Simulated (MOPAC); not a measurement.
Input for MOPAC: PM3 on BiH3 (SMILES [BiH3]), a point of a bond scan (R = 4.851 Å).

```
PM3 1SCF PRECISE CHARGE=0 THREADS=1
BiH3

Bi     0.00064571 1    -0.00113707 1     0.03585399 1
H     -3.97095550 1    -0.57411889 1    -2.68958147 1
H      0.91972929 1    -1.10344750 1    -1.04483824 1
H      0.49699466 1     1.41117705 1    -0.95747634 1
```

Output:

```
*******************************************************************************
 **                                                                           **
 **                              MOPAC v23.2.5                                **
 **                                                                           **
 *******************************************************************************
 ** MOPAC's Digital Object Identifier: https://doi.org/10.5281/zenodo.6511958 **
 **                                                                           **
 ** Please cite the open-source release paper for use of this MOPAC version:  **
 ** J. E. Moussa and J. J. P. Stewart (2026)                                  **
 ** MOPAC: An open-source semiempirical molecular orbital program             **
 ** J. Open Source Softw., 11(119), 8025, https://doi.org/10.21105/joss.08025 **
 *******************************************************************************

                              PM3 CALCULATION RESULTS

 *******************************************************************************
 *  PM3        - The PM3 Hamiltonian to be used
 *
 *
 *
 *                 CHARGE ON SYSTEM = 0
 *
 *
 *
 *  PRECISE    - TIGHTER CRITERIA TO BE USED
 *  1SCF       - DO 1 SCF AND THEN STOP
 *  THREADS=1  - MULTI-THREADING NOT USED
 *  T=         - A TIME OF 172800.0 SECONDS REQUESTED
 *  DUMP=N     - RESTART FILE WRITTEN EVERY 7200.0 SECONDS REQUESTED
 *******************************************************************************
PM3 1SCF PRECISE CHARGE=0 THREADS=1
 BiH3

   ATOM   CHEMICAL          X               Y               Z
  NUMBER   SYMBOL      (ANGSTROMS)     (ANGSTROMS)     (ANGSTROMS)

     1      Bi          0.00064571  *  -0.00113707  *   0.03585399  *
     2       H         -3.97095550  *  -0.57411889  *  -2.68958147  *
     3       H          0.91972929  *  -1.10344750  *  -1.04483824  *
     4       H          0.49699466  *   1.41117705  *  -0.95747634  *



          CARTESIAN COORDINATES

    NO.       ATOM           X           Y           Z

     1        Bi          0.0006     -0.0011      0.0359
     2         H         -3.9710     -0.5741     -2.6896
     3         H          0.9197     -1.1034     -1.0448
     4         H          0.4970      1.4112     -0.9575

  H: (PM3): J. J. P. STEWART, J. COMP. CHEM. 10, 209 (1989).
 Bi: (PM3): J. J. P. STEWART, J. COMP. CHEM. 12, 320-341 (1991).

           Empirical Formula: H3 Bi  =     4 atoms



      MOLECULAR POINT GROUP   :   Cs


      RHF CALCULATION, NO. OF DOUBLY OCCUPIED LEVELS = 4



 ALL CONVERGERS ARE NOW FORCED ON
 SHIFT=10, PULAY ON, CAMP-KING ON
 AND ITERATION COUNTER RESET



 -------------------------------------------------------------------------------
 PM3 1SCF PRECISE CHARGE=0 THREADS=1
 BiH3



     1SCF WAS SPECIFIED, SO BFGS WAS NOT USED
     SCF FIELD WAS ACHIEVED


                              PM3 CALCULATION
                                                       MOPAC v23.2.5 Linux




          FINAL HEAT OF FORMATION =        174.49422 KCAL/MOL =     730.08384 KJ/MOL


          COSMO AREA              =        111.04 SQUARE ANGSTROMS
          COSMO VOLUME            =         90.69 CUBIC ANGSTROMS

          IONIZATION POTENTIAL    =          6.253965 EV
          HOMO LUMO ENERGIES (EV) =         -6.254 -3.126
          NO. OF FILLED LEVELS    =          4
          MOLECULAR WEIGHT        =        212.0041         POINT GROUP:  Cs

          MOLECULAR DIMENSIONS (Angstroms)

            Atom       Atom       Distance
            H     3    H     2     5.18692
            H     4    H     2     2.47304
            H     2   Bi     1     1.22044


          SCF CALCULATIONS        =          1





   ATOM   CHEMICAL          X               Y               Z
  NUMBER   SYMBOL      (ANGSTROMS)     (ANGSTROMS)     (ANGSTROMS)

     1      Bi          0.00064571  *  -0.00113707  *   0.03585399  *
     2       H         -3.97095550  *  -0.57411889  *  -2.68958147  *
     3       H          0.91972929  *  -1.10344750  *  -1.04483824  *
     4       H          0.49699466  *   1.41117705  *  -0.95747634  *

                             CARTESIAN COORDINATES

   1   Bi        0.000645710    -0.001137070     0.035853990
   2    H       -3.970955500    -0.574118890    -2.689581470
   3    H        0.919729290    -1.103447500    -1.044838240
   4    H        0.496994660     1.411177050    -0.957476340


           Empirical Formula: H3 Bi  =     4 atoms



      MOLECULAR POINT GROUP   :   Cs


                  EIGENVALUES
 -13.18724 -11.30039 -10.66174  -6.25396  -3.12616   0.64885   0.98104


              NET ATOMIC CHARGES AND DIPOLE CONTRIBUTIONS

  ATOM NO.   TYPE          CHARGE      No. of ELECS.   s-Pop       p-Pop
    1         Bi           0.526823        4.4732     1.96191     2.51127
    2          H          -0.160783        1.1608     1.16078
    3          H          -0.183020        1.1830     1.18302
    4          H          -0.183020        1.1830     1.18302
 DIPOLE           X         Y         Z       TOTAL
 POINT-CHG.     1.823     0.170     3.928     4.334
 HYBRID         0.157     0.036    -0.263     0.308
 SUM            1.980     0.206     3.665     4.171


          ATOMIC ORBITAL ELECTRON POPULATIONS

     Atom    s        px        py        pz
    1 Bi   1.96191   0.82054   0.90237   0.78836
    2  H   1.16078
    3  H   1.18302
    4  H   1.18302

 **********************
 *                    *
 * JOB ENDED NORMALLY *
 *                    *
 **********************




 == MOPAC DONE ==
```

The run finished.

Cost: around 0.06 core-seconds (rough).
